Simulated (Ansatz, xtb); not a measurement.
## Relative energy of two conformers of CH3CuO

Structure X: `O[CH2][Cu]`, a singlet. Structure Y: `O[CH2][Cu]`, a singlet. Both are isolated molecules in the gas phase, relaxed with PBE0-D4/def2-TZVP.

X (Å):

```xyz
6

C     0.0194    2.0288    1.0917
Cu   -0.1851    0.8048   -0.3925
O    -0.8182    1.7988    2.1961
H    -0.5620    0.9692    2.6032
H     1.0811    2.0296    1.3652
H    -0.2414    3.0097    0.6903
```

Y (Å):

```json
{"atom": "C", "x (Å)": "-0.1106", "y (Å)": "-0.3799", "z (Å)": "-0.0605"}
{"atom": "Cu", "x (Å)": "1.3420", "y (Å)": "-0.3474", "z (Å)": "1.1953"}
{"atom": "O", "x (Å)": "-0.6114", "y (Å)": "0.9287", "z (Å)": "-0.2526"}
{"atom": "H", "x (Å)": "-0.8703", "y (Å)": "-1.0559", "z (Å)": "0.3530"}
{"atom": "H", "x (Å)": "-1.3354", "y (Å)": "0.8855", "z (Å)": "-0.8850"}
{"atom": "H", "x (Å)": "0.2849", "y (Å)": "-0.8109", "z (Å)": "-0.9895"}
```

Estimate E(Y) − E(X) at the level CCSD(T)/def2-TZVP.

Too close to call at this level: CCSD(T)/def2-TZVP gives E(Y) − E(X) = +3.98 kJ/mol.

Level by level:

```
            level           geometry  E(Y) − E(X) (kJ/mol)  departure from the last row (kJ/mol)  job, with rough time for the two
PBE0-D4/def2-TZVP  PBE0-D4/def2-TZVP                   +7.97                                 +4.00                optimisation, 27 s
     HF/def2-TZVP  PBE0-D4/def2-TZVP                   −5.36                                 −9.33           part of the CCSD(T) run
    MP2/def2-TZVP  PBE0-D4/def2-TZVP                   +2.61                                 −1.37           part of the CCSD(T) run
CCSD(T)/def2-TZVP  PBE0-D4/def2-TZVP                   +3.98                                                      single point, 62 s
```

The largest departure from CCSD(T)/def2-TZVP is that of HF/def2-TZVP, 9.33 kJ/mol. Levels run at GFN2-xTB geometries aren't shown.

With harmonic frequencies from PBE0-D4/def2-TZVP (ideal gas, rigid rotor, one conformer each, 1000 K, 1 atm): on the last row, ΔE + ΔZPE = +1.53, ΔH = +2.74, ΔG = −4.67 kJ/mol.

The T1 diagnostic of structures X and Y is large, so the coupled-cluster value is less sure. The correlated steps freeze 7 core orbitals; the last core shell of Cu is correlated, in a basis made for valence electrons. Mirror images aren't counted in ΔG. Run with Ansatz 0.2.0; the last row on 2 threads of Arm Neoverse V1 on a shared host.
